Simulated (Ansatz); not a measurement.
C2H7FO2Si, SMILES `CO[SiH](F)OC`. Charge 0, multiplicity 1.

Cartesian coordinates in Å:
```
C -1.602 2.040 0.508
O -0.406 1.292 0.538
Si -0.184 -0.134 -0.187
F -1.229 -1.206 0.368
O 1.325 -0.581 0.174
C 1.935 -1.785 -0.240
H -1.963 2.184 -0.516
H -2.386 1.552 1.094
H -1.398 3.020 0.942
H -0.426 -0.074 -1.645
H 2.995 -1.729 0.011
H 1.842 -1.935 -1.321
H 1.496 -2.644 0.275
```

Q: Give the diagnostics of a CCSD(T)/def2-TZVPP run (frozen core, the Gaussian-basis code of Ansatz). (Estimate.)

A: Computed: T1 = 0.0112, largest single amplitude 0.014, largest double 0.016, (T) share of the correlation energy 3.3 %, 9 CCSD cycles. The RHF solution is stable towards an unrestricted one. T1 lies under the customary mark of 0.02 for closed shells.
